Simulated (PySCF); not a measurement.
An unknown is described by computed data only.

Formula: C2H9NSi.

| Item | Value |
| --- | --- |
| Rotational structure | rotational constants A, B, C: 9.166, 3.820, 2.974 GHz [GFN2-xTB] |
| 13C NMR | chemical shifts (computed TMS as zero) by class: 31.4 (1 C), -6.0 (1 C) ppm [GIAO PBE0/pcSseg-1] |
| Dipole | 0.81 D [PBE0/def2-SVPD] |
| UV, strongest line | among the 6 lowest singlet transitions: S6 at 7.63 eV (163 nm, f = 0.033) [TDDFT PBE0/def2-SVPD] |
| UV, first state | lowest singlet excitation: 5.85 eV (212 nm, f = 0.003) [TDDFT PBE0/def2-SVPD] |
| Triplet | lowest triplet excitation (Tamm–Dancoff): 5.60 eV [TDA PBE0/def2-SVPD] |
| 1H NMR | chemical shifts (computed TMS as zero) by class: 4.82 (2 H), 2.69 (3 H), 0.25 (3 H), -0.30 (1 H) ppm [GIAO PBE0/pcSseg-1] |
| NMR, other nuclei | isotropic shieldings of nuclei other than C and H, by class: 252 (1 N), 383 (1 Si) ppm [GIAO PBE0/pcSseg-1] |

The electronic properties come from PySCF, for the isolated species, density fitting. Levels stand in brackets. NMR shifts are as computed; neighbouring signals can stand in another order in a measured spectrum. One conformer (not necessarily the lowest) at the GFN2-xTB geometry, without solvent, vibrations or thermal averaging. Each NMR value is the plain mean over a class of atoms that symmetry, rotation or inversion makes alike.

**Question.** Propose a structure and show how it fits.

**Answer.** Numbering: `[CH3:1][NH:2][SiH2:3][CH3:4]`. Its formula, C2H9NSi, gives 0 degrees of unsaturation, so no ring and no π bond. 2 carbons fall into 2 classes; from least to most shielded: N-methyl carbon [C1] (31.4 ppm), Si-methyl carbon [C4] (-6.0 ppm). Hydrogen classes from least to most shielded: 2 H on an SiH2 silicon, Si3 (4.82 ppm), 3 H on an N-methyl carbon, C1 (2.69 ppm), 3 H on an Si-methyl carbon, C4 (0.25 ppm, a mean of values up to 0.5 ppm apart in this geometry), 1 H on a silicon-bound nitrogen, N2 (-0.30 ppm). The other shieldings belong to: 252 ppm, silicon-bound nitrogen [N2]; 383 ppm, SiH2 silicon [Si3]. The optimised geometry has point group C1 and is an asymmetric top. Structure: `CN[SiH2]C`. Computed isomers that give other values at the same levels: `CN(C)[SiH3]` (13C chemical shifts (computed TMS as zero) by class: 42.7 (2 C) ppm). The assignments are read from this structure; whether some other isomer fits the data as well wasn't checked.

Conformer computed: `[CH3:1][NH:2][SiH2:3][CH3:4]`: C1–N2–Si3–C4 -49°.
